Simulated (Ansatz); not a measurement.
Reaction (redistribution): `[NH2][GaH][SeH]` + `[CH3][Ga]([CH3])[O][SiH3]` → `[CH3][Ga]([CH3])[SeH]` + `[NH2][GaH][O][SiH3]`

Gas-phase electronic energies from Ansatz, PBE0-D4/def2-TZVP geometries. CCSD(T)/CBS is the MP2 limit (def2-TZVPP, def2-QZVPP) plus CCSD(T) − MP2 in def2-TZVPP, frozen cores. Functionals use def2-TZVPP. B3LYP here is the variant with VWN-RPA as its local correlation; programs differ in this. For Ga, Se outer-core shells are correlated without core-valence functions, which leaves a few kJ/mol of doubt a bond. Scalar relativity is left out up to krypton. One conformer a species, not always the lowest.

```
             level  ΔE (kJ/mol)  difference from CCSD(T)/CBS
       LDA (SPW92)          2.1                          1.0
         revPBE-D4          2.4                          1.3
          BHLYP-D4          0.6                         -0.5
           ωB97X-V          1.6                          0.5
            B2PLYP          0.2                         -0.9
            revPBE          1.3                          0.2
              BLYP          1.4                          0.3
              PBE0          0.9                         -0.2
             B3LYP          1.0                         -0.1
         CAM-B3LYP          1.2                          0.1
           LC-ωPBE          1.2                          0.1
       HF/def2-SVP         -0.8                         -1.9
  CCSD(T)/def2-SVP          0.5                         -0.6
   CCSD/def2-TZVPP         -0.6                         -1.7
SCS-MP2/def2-QZVPP         -0.7                         -1.8
      HF/CBS(def2)         -1.9                         -3.0
       CCSD(T)/CBS          1.1                            0
```

Largest T1 diagnostic among the species: 0.013.

Leaving LDA and LC-ωPBE aside and taking each functional with its dispersion term where it has one, the values, not all of them listed here, spread over 3.0 kJ/mol, from PBE-QIDH to B97M-V.
